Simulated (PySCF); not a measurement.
# Electron affinity of Sb by level of theory

Sb⁻ [Kr] 4d10 5s2 5p4 (3P) → Sb [Kr] 4d10 5s2 5p3 (4S), as a difference of total energies. All numbers are calculated (PySCF 2.14, the non-relativistic Hamiltonian (point nucleus), in dyall-av2z (22s16p12d, 130 functions)). Correlated levels: valence: [Kr] 4d10 frozen; virtual orbitals above 40 to 60 times the deepest correlated orbital energy dropped. The calculations carry no spin-orbit coupling.

```
           method  electron affinity (eV)
              UHF                   0.029
              LDA                   1.243
              PBE                   1.031
             PBE0                   0.979
           r2SCAN                   1.005
            TPSSh                   0.985
            B3LYP                   1.145
          r2SCAN0                   0.980
    MP2 (valence)                   0.501
SCS-MP2 (valence)                   0.522
```

Q: How much does correlation contribute at MP2 (valence)?

A: 0.501 − (0.029) = 0.472 eV, measured against UHF.

A first-order spin-orbit estimate (lowest level to lowest level, LS coupling) adds 0.121 eV.

These non-relativistic numbers lack the scalar-relativistic shift.

In the anion the highest occupied orbital energy is positive at LDA, PBE, PBE0, r2SCAN, TPSSh, B3LYP, r2SCAN0, a self-interaction effect; the basis confines that electron, and the energy difference can still be sensible.

For comparison: 1.047 eV (measured; photodetachment measurements, as compiled on the Wikipedia data page of electron affinities).
